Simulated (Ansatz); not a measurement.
Isolated molecules relaxed with PBE0-D4/def2-TZVP in Ansatz; ΔE leaves out vibrations. CCSD(T)/CBS adds triple-zeta CCSD(T) − MP2 to the extrapolated MP2 energy (def2 sets, frozen cores). This one scheme is used for every species. DFT in def2-TZVPP. B3LYP here is the variant with VWN-RPA as its local correlation; programs differ in this. HSE06 is defined as in plane-wave codes. For Ge outer-core shells are correlated without core-valence functions, which leaves a few kJ/mol of doubt a bond. Scalar relativity is left out up to krypton.

Reaction (ligand exchange at a Ge–C bond): `C[C](C)(C)[Ge]([F])([F])[F]` + H–F → `[F][Ge]([F])([F])[F]` + `CC(C)C`

```json
{"level": "LDA (SPW92)", "ΔE (kJ/mol)": "-24.3", "difference from CCSD(T)/CBS": "2.6"}
{"level": "PBE-D4", "ΔE (kJ/mol)": "-29.7", "difference from CCSD(T)/CBS": "-2.8"}
{"level": "BLYP-D4", "ΔE (kJ/mol)": "-33.5", "difference from CCSD(T)/CBS": "-6.6"}
{"level": "r2SCAN-D4", "ΔE (kJ/mol)": "-44.3", "difference from CCSD(T)/CBS": "-17.4"}
{"level": "B97M-V", "ΔE (kJ/mol)": "-56.8", "difference from CCSD(T)/CBS": "-29.9"}
{"level": "PBE0-D4", "ΔE (kJ/mol)": "-33.5", "difference from CCSD(T)/CBS": "-6.6"}
{"level": "B3LYP-D4", "ΔE (kJ/mol)": "-37.1", "difference from CCSD(T)/CBS": "-10.2"}
{"level": "r2SCANh-D4", "ΔE (kJ/mol)": "-44.0", "difference from CCSD(T)/CBS": "-17.1"}
{"level": "HSE06-D4", "ΔE (kJ/mol)": "-34.1", "difference from CCSD(T)/CBS": "-7.2"}
{"level": "BHLYP-D4", "ΔE (kJ/mol)": "-44.3", "difference from CCSD(T)/CBS": "-17.4"}
{"level": "CAM-B3LYP-D4", "ΔE (kJ/mol)": "-43.9", "difference from CCSD(T)/CBS": "-17.0"}
{"level": "ωB97X-V", "ΔE (kJ/mol)": "-43.3", "difference from CCSD(T)/CBS": "-16.4"}
{"level": "B2PLYP", "ΔE (kJ/mol)": "-50.6", "difference from CCSD(T)/CBS": "-23.7"}
{"level": "PBE-QIDH", "ΔE (kJ/mol)": "-42.7", "difference from CCSD(T)/CBS": "-15.8"}
{"level": "PBE", "ΔE (kJ/mol)": "-41.0", "difference from CCSD(T)/CBS": "-14.1"}
{"level": "revPBE", "ΔE (kJ/mol)": "-48.1", "difference from CCSD(T)/CBS": "-21.2"}
{"level": "r2SCAN", "ΔE (kJ/mol)": "-47.6", "difference from CCSD(T)/CBS": "-20.7"}
{"level": "PBE0", "ΔE (kJ/mol)": "-43.7", "difference from CCSD(T)/CBS": "-16.8"}
{"level": "B3LYP", "ΔE (kJ/mol)": "-55.1", "difference from CCSD(T)/CBS": "-28.2"}
{"level": "r2SCANh", "ΔE (kJ/mol)": "-47.6", "difference from CCSD(T)/CBS": "-20.7"}
{"level": "r2SCAN0", "ΔE (kJ/mol)": "-47.8", "difference from CCSD(T)/CBS": "-20.9"}
{"level": "HSE06", "ΔE (kJ/mol)": "-43.9", "difference from CCSD(T)/CBS": "-17.0"}
{"level": "BHLYP", "ΔE (kJ/mol)": "-60.6", "difference from CCSD(T)/CBS": "-33.7"}
{"level": "LC-ωPBE", "ΔE (kJ/mol)": "-46.6", "difference from CCSD(T)/CBS": "-19.7"}
{"level": "RPA@PBE/def2-TZVPP", "ΔE (kJ/mol)": "-38.8", "difference from CCSD(T)/CBS": "-11.9"}
{"level": "HF/def2-SVP", "ΔE (kJ/mol)": "-67.5", "difference from CCSD(T)/CBS": "-40.6"}
{"level": "MP2/def2-SVP", "ΔE (kJ/mol)": "-52.4", "difference from CCSD(T)/CBS": "-25.5"}
{"level": "CCSD/def2-SVP", "ΔE (kJ/mol)": "-55.6", "difference from CCSD(T)/CBS": "-28.7"}
{"level": "CCSD(T)/def2-SVP", "ΔE (kJ/mol)": "-52.5", "difference from CCSD(T)/CBS": "-25.6"}
{"level": "HF/def2-TZVPP", "ΔE (kJ/mol)": "-81.5", "difference from CCSD(T)/CBS": "-54.6"}
{"level": "MP2/def2-TZVPP", "ΔE (kJ/mol)": "-35.3", "difference from CCSD(T)/CBS": "-8.4"}
{"level": "SCS-MP2/def2-TZVPP", "ΔE (kJ/mol)": "-46.2", "difference from CCSD(T)/CBS": "-19.3"}
{"level": "CCSD/def2-TZVPP", "ΔE (kJ/mol)": "-44.7", "difference from CCSD(T)/CBS": "-17.8"}
{"level": "CCSD(T)/def2-TZVPP", "ΔE (kJ/mol)": "-39.6", "difference from CCSD(T)/CBS": "-12.7"}
{"level": "HF/def2-QZVPP", "ΔE (kJ/mol)": "-85.4", "difference from CCSD(T)/CBS": "-58.5"}
{"level": "MP2/def2-QZVPP", "ΔE (kJ/mol)": "-29.4", "difference from CCSD(T)/CBS": "-2.5"}
{"level": "SCS-MP2/def2-QZVPP", "ΔE (kJ/mol)": "-41.5", "difference from CCSD(T)/CBS": "-14.6"}
{"level": "HF/CBS(def2)", "ΔE (kJ/mol)": "-86.0", "difference from CCSD(T)/CBS": "-59.1"}
{"level": "MP2/CBS(def2)", "ΔE (kJ/mol)": "-22.7", "difference from CCSD(T)/CBS": "4.2"}
{"level": "CCSD/CBS(def2)", "ΔE (kJ/mol)": "-32.0", "difference from CCSD(T)/CBS": "-5.1"}
{"level": "CCSD(T)/CBS", "ΔE (kJ/mol)": "-26.9", "difference from CCSD(T)/CBS": "0"}
```

Largest T1 diagnostic among the species: 0.012.

At CCSD(T), def2-SVP lies −25.6 kJ/mol from the extrapolated value and def2-TZVPP −12.7 kJ/mol. Leaving LDA and LC-ωPBE aside and taking each functional with its dispersion term where it has one, the values, not all of them listed here, spread over 28.8 kJ/mol, from B97M-V to revPBE-D4. LDA lies +16.8 kJ/mol from PBE without D4.
